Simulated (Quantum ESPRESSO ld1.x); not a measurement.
The numbers below are computed, except where a source is named.
One sound ld1.x (Quantum ESPRESSO 7.5) input for neutral strontium gives E = -3175.8145 hartree in 31 iterations:

```
 &input
    zed=38.0,
    iswitch=1,
    rel=1,
    dft='PZ',
    config='[Kr] 5s2',
    prefix='ld1',
    max_out_wfc=37,
    file_charge='ld1.rho',
 /
```

Changed or added lines, one case at a time, and what came of them:

- dx=0.2: inaccurate. The radial step is too large to integrate the orbitals; the run ends without a warning, but the energy is off by +0.3409 hartree against the default mesh.
- noscf=.true.: ran as typed. With noscf the program prints the levels of a bare nucleus, with no screening and no total energy; they are not those of the atom.
- config='[Kr] 5s2 5g1': refused. The program stops in el_config with "l not found:G": the config string knows s, p, d and f alone.
- config='[Pd] 5s2': refused. The program stops in el_config with "wrong core: Pd": the cores known are He, Ne, Ar, Kr, Xe, Hg and Rn.
- beta=1.0: harmless. The Broyden-type mixing copes: 12 iterations against 31, same energy.
- isic=1 latt=1: refused. The program stops in ld1_readin with "isic and latter correction not allowed": the two corrections exclude each other.
- atom='Sr': harmless. atom and zed name the same element, and the result equals that of the sound run.
